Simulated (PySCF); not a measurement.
PySCF input file for Ga(Me)(SeH)2 (CH5GaSe2), SMILES [CH3][Ga]([SeH])[SeH], HF/pcSseg-1. The structure is a stationary point at ωB97X-D3(BJ)/def2-SVP. The values are those of a single conformer.

```python
import numpy as np
from pyscf import gto, scf, dft
from pyscf.prop.nmr import rhf as nmr

mol = gto.M(
    atom='''
    Ga    0.62257092    0.00020511   -0.00000000
    C     2.57738913   -0.01119478   -0.00000000
    H     2.95144590   -0.54169802    0.88989895
    H     2.95144589   -0.54169803   -0.88989895
    H     2.98665131    1.00967865    0.00000001
    Se   -0.66130288   -1.92348236    0.00000000
    H     0.50851203   -2.80859587    0.00000000
    Se   -0.58228800    1.97209771    0.00000000
    H    -1.87999854    1.29020161    0.00000000
    ''',
    basis='pcSseg-1',
    charge=0,
    spin=0,
    max_memory=1600,
    verbose=3,
)
mf = scf.RHF(mol).density_fit(auxbasis='def2-universal-jkfit')
mf.conv_tol = 1e-10
mf.max_cycle = 100
mf.kernel()
n = nmr.NMR(mf)
n.verbose = 2
n.max_cycle_cphf = 60
sigma = n.kernel()
print('atom   isotropic/ppm   span/ppm')
for i, s in enumerate(sigma):
    w = np.linalg.eigvalsh((s + s.T) / 2)
    print(f'{mol.atom_symbol(i):2s}{i + 1:3d} {w.mean():14.3f} {w[2] - w[0]:11.3f}')
```

Program output:

```
converged SCF energy = -6763.01197099834
atom   isotropic/ppm   span/ppm
Ga  1       1308.126     173.608
C   2        195.485      13.870
H   3         31.408      13.979
H   4         31.408      13.979
H   5         31.284      15.018
Se  6       2213.843     442.589
H   7         30.794      25.912
Se  8       2187.341     388.759
H   9         30.746      24.916
```

Self-consistency was reached.

Cost: roughly 90 core-seconds.
